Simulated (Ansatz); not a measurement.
BrHSe (SMILES [SeH]Br) moved off its minimum; all values from Ansatz (a program for electronic structure), cores frozen in correlated methods.
(charge 0, multiplicity 1)
```xyz
3

Se    -0.7445    -0.5599     0.7213
H     -1.5970    -1.0430    -0.3367
Br     0.6551     0.5912    -0.7777
```

Forces at wB97M-V/def2-TZVPP (eV/Å):

| atom | Fx | Fy | Fz |
|---|---|---|---|
| Se1 | 0.625 | 0.440 | 0.003 |
| H2 | -0.330 | -0.193 | -0.353 |
| Br3 | -0.295 | -0.246 | 0.350 |

Q: Give the forces (eV/Å), the total energy and the dipole at CCSD(T)/aug-cc-pVTZ.

A: 
```tsv
atom	Fx	Fy	Fz
Se1	0.483	0.296	0.395
H2	-0.440	-0.257	-0.481
Br3	-0.042	-0.039	0.086
```
Energy -4973.3081 hartree, dipole 1.16 D.
